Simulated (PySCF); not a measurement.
Compound: H12OSi5.
SMILES with atom numbers: `[SiH3:1][O:2][Si@@H:3]([SiH3:4])[SiH2:5][SiH3:6]` (hydrogens: H7, H8, H9 on Si1; H10 on Si3; H11, H12, H13 on Si4; H14, H15 on Si5; H16, H17, H18 on Si6)

The same species was optimised twice, with GFN2-xTB and with PBE0-D3(BJ)/def2-SVP (PySCF), and the same property calculations (PySCF, gas phase) were run on both structures.

```
        coordinate  GFN2-xTB  PBE0-D3(BJ)/def2-SVP  change
        Si1–O2 (Å)     1.609                 1.662  +0.053
       Si3–Si4 (Å)     2.317                 2.350  +0.033
        O2–Si3 (Å)     1.643                 1.675  +0.032
       Si3–Si5 (Å)     2.323                 2.352  +0.029
       Si5–Si6 (Å)     2.319                 2.345  +0.026
    Si1–O2–Si3 (°)     160.1                 138.4   -21.7
   Si3–Si5–Si6 (°)     117.3                 106.0   -11.3
   Si4–Si3–Si5 (°)     121.7                 111.6   -10.1
    O2–Si3–Si4 (°)     107.1                 110.3    +3.2
    O2–Si3–Si5 (°)     104.0                 107.1    +3.1
Si1–O2–Si3–Si4 (°)       -46                   -49      -3
O2–Si3–Si5–Si6 (°)        31                    35      +4
```

Rotational constants: A = 1330, B = 735.9, C = 507.2 MHz (GFN2-xTB) against A = 1334, B = 783.5, C = 549.2 MHz (PBE0-D3(BJ)/def2-SVP). Point groups within 0.08 Å: C1 and C1.

On the GFN2-xTB structure: lowest singlet, TDDFT (eV) 5.35 [PBE0/def2-SVPD]; lowest triplet, Tamm–Dancoff (eV) 4.66 [PBE0/def2-SVPD]; isotropic polarisability (au) 149.4 [PBE0/def2-SVPD]; HOMO (eV) -7.70 [PBE0/def2-SVPD]; LUMO (eV) -1.24 [PBE0/def2-SVPD]; dipole (D) 0.16 [PBE0/def2-SVPD].

Problem. What do these properties become on the PBE0-D3(BJ)/def2-SVP structure?

Solution. 
| property | level | on GFN2-xTB | on PBE0-D3(BJ)/def2-SVP | change |
| --- | --- | --- | --- | --- |
| lowest singlet, TDDFT (eV) | PBE0/def2-SVPD | 5.35 | 5.24 | -0.11 |
| lowest triplet, Tamm–Dancoff (eV) | PBE0/def2-SVPD | 4.66 | 4.66 | 0.00 |
| isotropic polarisability (au) | PBE0/def2-SVPD | 149.4 | 152.3 | +2.9 |
| HOMO (eV) | PBE0/def2-SVPD | -7.70 | -7.41 | +0.29 |
| LUMO (eV) | PBE0/def2-SVPD | -1.24 | -1.00 | +0.24 |
| dipole (D) | PBE0/def2-SVPD | 0.16 | 0.36 | +0.20 |
| energy, GFN2-xTB geometry as zero (kcal/mol) | PBE0/def2-SVPD | 0.0 | -9.4 | -9.4 |

The heavy atoms differ by 0.193 Å rms after alignment. Among the bonds compared Si1–O2 changes most (+0.053 Å). Changes are differences of the printed values. Neither structure is proved a minimum here.

Conformer computed: `[SiH3:1][O:2][Si@@H:3]([SiH3:4])[SiH2:5][SiH3:6]`: Si1–O2–Si3–Si4 -49°, O2–Si3–Si5–Si6 35°.
